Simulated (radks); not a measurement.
The nitrogen anion N2-, [He] 2s2 2p5, held by a Watson sphere: a shell of charge +1.64 at radius R that stands for the Madelung well of a crystal (potential energy -1.64/R inside, -1.64/r outside, in hartree with lengths in bohr). All-electron calculation, scalar-relativistic Kohn-Sham, LDA (Slater exchange, VWN5 correlation), spin-unpolarised, spherical densities, finite nucleus; Fermi nuclear charge, rms radius of each element as measured or else 0.836 A^(1/3) + 0.57 fm. Program: a radial shooting solver on a logarithmic mesh with Libxc functionals. Response by self-consistent Sternheimer equations with the Hartree and adiabatic LDA kernel, the relativistic mass of each level held fixed and spin-orbit coupling left out. The sphere does not respond.

R (bohr)  e(1s) (eV)  e(2s) (eV)  e(2p) (eV)  <r> 2p (bohr)  sum of <r^2> (bohr^2)  X-ray form factor at sin(theta)/lambda = 0.2 1/angstrom  alpha (bohr^3)
1.59         -372.51     -15.700      -4.494          1.627                  22.29                                                    5.173           17.24
1.92         -373.09     -14.758      -3.895          1.730                  25.04                                                    4.972           23.27
1.94         -373.12     -14.705      -3.860          1.736                  25.21                                                    4.962           23.70
1.98         -373.18     -14.600      -3.790          1.748                  25.55                                                    4.942           24.59
2.18         -373.40     -14.106      -3.448          1.807                  27.24                                                    4.852           29.57
2.54         -373.63     -13.354      -2.889          1.908                  30.37                                                    4.732           41.29
3.05         -373.72     -12.564      -2.233          2.046                  35.02                                                    4.631           66.09
3.37         -373.71     -12.202      -1.900          2.129                  38.13                                                    4.595           88.39
